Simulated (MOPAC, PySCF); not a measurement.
Complex: H2O (SMILES O) (first 3 atoms) with SO2 (SMILES O=S=O); geometry from B3LYP-D3(BJ)/def2-TZVP, rigid monomers moved along the line of their centres of mass till O1···S5 is 3.79 Å.
(charge 0, multiplicity 1):
```xyz
6

O      0.506    -0.090     0.610
H      0.607     0.850     0.422
H     -0.363    -0.335     0.269
O     -1.398    -0.610     4.237
S     -0.046    -0.127     4.358
O      0.154     1.294     4.485
```

Monomers are frozen at their geometry in the pair; levels with a basis set take the counterpoise correction. Rows marked so take none.

Rows in 3-21G, 6-31G* carry no dispersion term and start afresh at each structure (6-31G* with six Cartesian d functions). The state that PM6 reach isn't checked.

Programs: MOPAC for PM6 (differences of heats of formation); PySCF for 3-21G rows, 6-31G* rows. Values without a source in brackets are computed.

Problem. One of these levels gives -2.60 kcal/mol for the interaction energy. Which?
A) PM6
B) HF/6-31G*
C) HF/3-21G (no counterpoise)

Solution. B, HF/6-31G*. The others give -1.77 (PM6), -3.57 (HF/3-21G (no counterpoise))
